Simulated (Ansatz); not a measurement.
Computed with Ansatz on PBE0-D4/def2-TZVP structures; ΔE is electronic, products minus reactants. CCSD(T)/CBS adds triple-zeta CCSD(T) − MP2 to the extrapolated MP2 energy (def2 sets, frozen cores). This one scheme is used for every species. Functionals use def2-TZVPP. B3LYP here is the variant with VWN-RPA as its local correlation; programs differ in this. For Ge outer-core shells are correlated without core-valence functions, which leaves a few kJ/mol of doubt a bond. Scalar relativity is left out up to krypton.

Reaction (formal exchange of groups at a Ge–C bond): `[CH3][Ge]([F])([F])[AlH2]` + BH₃ → `[BH2][Ge]([F])([F])[AlH2]` + CH₄

CCSD(T)/CBS gives +7.3 kJ/mol.

(1) Another level gave +0.8 kJ/mol. Which?
A. SCS-MP2/def2-TZVPP
B. PBE/def2-TZVPP
C. BHLYP/def2-TZVPP
D. B3LYP/def2-TZVPP

Largest T1 diagnostic among the species: 0.013.

Results:

(1) D. B3LYP 0.8, BHLYP 5.6, SCS-MP2/def2-TZVPP 12.9, PBE -5.2 kJ/mol.

From BLYP to BHLYP (50 % exact exchange), in def2-TZVPP and without D4, ΔE moves by +8.7 kJ/mol. Leaving LDA and LC-ωPBE aside and taking each functional with its dispersion term where it has one, the values, not all of them listed here, spread over 11.9 kJ/mol, from PBE-D4 to ωB97M-V. At CCSD(T), def2-SVP lies −4.1 kJ/mol from the extrapolated value and def2-TZVPP +1.0 kJ/mol.
